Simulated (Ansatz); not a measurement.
```xyz
9

O     0.7855    1.8088   -0.0850
C     0.1853    0.6039   -0.0990
C    -0.3091    0.0350   -1.2471
In   -0.7526   -1.6917   -0.2356
N     0.0236   -0.0935    1.0713
H     0.8385    2.1013    0.8315
H    -0.4337    0.5268   -2.1977
H    -1.1503   -3.2535    0.2568
H     0.8128   -0.0371    1.7048
```

Charge 0, multiplicity 1. In: def2 effective core potential.

Problem. List the ωB97M-V/def2-TZVPP orbital energies in eV (the Gaussian-basis code of Ansatz). (An estimate is asked.)

Solution. Ansatz gave: Occupied: -526.86, -393.59, -283.92, -280.39, -131.21, -87.63, -87.44, -87.33, -32.65, -27.12, -24.45, -23.98, -23.95, -23.90, -23.71, -22.13, -18.61, -17.01, -15.24, -14.24, -13.79, -13.19, -10.94, -10.52, -9.77, -7.60. Lowest empty: 0.08, 0.92, 1.29, 2.05, 2.93, 3.05, 3.81, 3.99.
